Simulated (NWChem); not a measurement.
Molecule: CHCuO$_{2}$; SMILES [O+]#[C-]->[Cu][OH]

```xyz
5

Cu    -0.0062    -0.3282     0.0000
O      0.0940    -2.0562     0.0000
H     -0.7071    -2.5963     0.0000
O     -0.0039     2.5366     0.0000
C      0.0070     1.3908     0.0000
```
Atoms are numbered in this order, from 1.

Level: B3LYP/6-31G* (spherical d) (NWChem), optimised geometry, unscaled harmonic frequencies. 

| frequency (cm⁻¹) | IR intensity (km/mol) |
|---|---|
| 74 | 5.7 |
| 75 | 0.7 |
| 369 | 4.1 |
| 391 | 2.6 |
| 526 | 34.4 |
| 629 | 185.1 |
| 755 | 20.1 |
| 2193 | 514.4 |
| 3808 | 41.6 |

The zero-point energy is 12.6 kcal/mol and the thermal correction to the enthalpy at 298.15 K (with zero-point energy) is 16.6 kcal/mol. The heat capacity Cv is 15.8 cal/(mol K) and the entropy at 298.15 K and 1 atm (symmetry number 1) is 73.0 cal/(mol K). The dipole moment comes out as 1.89 D.

Rigid rotor and harmonic oscillator; modes under 100 cm⁻¹ make the entropy uncertain.
